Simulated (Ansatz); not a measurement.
`CC[SiH](F)F` and `N[SiH](F)F` differ in one atom or group.

Ansatz, PBE0-D4/def2-TZVP geometries, multiplicity 1. Each molecule was computed in one conformer, which needn't be the lowest.

```tsv
property	`CC[SiH](F)F`
HOMO energy (B3LYP/def2-TZVPP) / eV	-8.64
ideal-gas entropy at 298 K and 1 bar (rigid rotor, harmonic PBE0-D4/def2-TZVP) / J/(mol·K)	339
size of the dipole moment (PBE/def2-TZVPP) / D	2.08
HOMO–LUMO gap (ωB97M-V/def2-TZVPP) / eV	13.52
HOMO energy (PBE/def2-TZVPP) / eV	-7.43
HOMO–LUMO gap (PBE0/def2-TZVPP) / eV	9.72
```

(1) Give the same properties after the change, and the shifts. (Best estimate.)

Results:

(1) The calculation gave: 
| property | `N[SiH](F)F` | shift |
| --- | --- | --- |
| HOMO energy (B3LYP/def2-TZVPP) / eV | -8.11 | 0.53 |
| ideal-gas entropy at 298 K and 1 bar (rigid rotor, harmonic PBE0-D4/def2-TZVP) / J/(mol·K) | 307 | -32 |
| size of the dipole moment (PBE/def2-TZVPP) / D | 2.49 | 0.41 |
| HOMO–LUMO gap (ωB97M-V/def2-TZVPP) / eV | 12.96 | -0.56 |
| HOMO energy (PBE/def2-TZVPP) / eV | -6.84 | 0.59 |
| HOMO–LUMO gap (PBE0/def2-TZVPP) / eV | 9.12 | -0.60 |

With PBE0 the HOMO rises by 0.45 eV and the LUMO falls by 0.15 eV, so the gap narrows by about 0.60 eV. PBE moves the HOMO by 0.59 eV and ωB97M-V by 0.27 eV. The zero-point energy changes by -104.1 kJ/mol with -12 modes. Dipoles are sizes alone; their direction can turn.

B3LYP here is the variant with VWN-RPA as its local correlation; programs differ in this.

Positive LUMOs are unbound, so they and the gaps depend on the basis.
